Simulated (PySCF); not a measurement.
Computed shifts of a molecule C5H5BO, PBE/pcSseg-1 (PySCF), GIAO, gas phase, equivalent atoms averaged, in ppm (number of nuclei): ¹³C: 102.6 (1), 98.8 (1), 95.2 (1), 91.7 (1), 62.9 (1). ¹H: 4.49 (3), 3.04 (1), 2.81 (1). References: ¹¹B against BF3 (σ = 83.9 ppm); ¹³C against TMS (σ = 182.0 ppm); ¹H against TMS (σ = 31.49 ppm); ¹⁷O against H2O (σ = 334.3 ppm), references at their B3LYP-D3(BJ)/def2-TZVP geometries, non-relativistic. Geometry: B3LYP-D3(BJ)/def2-SVP. One conformer was computed; it need not be the lowest.

Task: Which molecule gave these data?
(A) C#CB(C#C)CO
(B) C#CC1=CB(O)C1
(C) C#CB(C#C)OC
(D) C#CB(O)C=C=C

Result: C, C#CB(C#C)OC
